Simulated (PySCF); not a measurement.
Cl2H2Si. Atoms are numbered in the order given.

```xyz
5

Si     0.0000     0.0000     0.7664
Cl     1.6824     0.0000    -0.4085
Cl    -1.6824     0.0000    -0.4085
H      0.0000    -1.2244     1.5799
H      0.0000     1.2244     1.5799
```
Charge 0, spin multiplicity 1.

Geometry: B3LYP-D3(BJ)/def2-TZVP. The isomer is the one that the SMILES or the coordinates give; other isomers of the formula were not compared.

Level of theory: PBE0/def2-TZVPD (PySCF).

Symmetry labels are those of the subgroup C2v that the program uses (full group C2v).

Computed valence orbital energies around the gap with their symmetry:
| orbital | symmetry | energy (eV) |
|---|---|---|
| HOMO−7 | A1 | -15.53 |
| HOMO−6 | B1 | -11.78 |
| HOMO−5 | A1 | -11.65 |
| HOMO−4 | B2 | -11.62 |
| HOMO−3 | A1 | -9.86 |
| HOMO−2 | A2 | -9.76 |
| HOMO−1 | B1 | -9.47 |
| HOMO | B2 | -9.15 |
| LUMO | A1 | -0.34 |
| LUMO+1 | B1 | -0.21 |
| LUMO+2 | A1 | 0.17 |
| LUMO+3 | A1 | 0.87 |
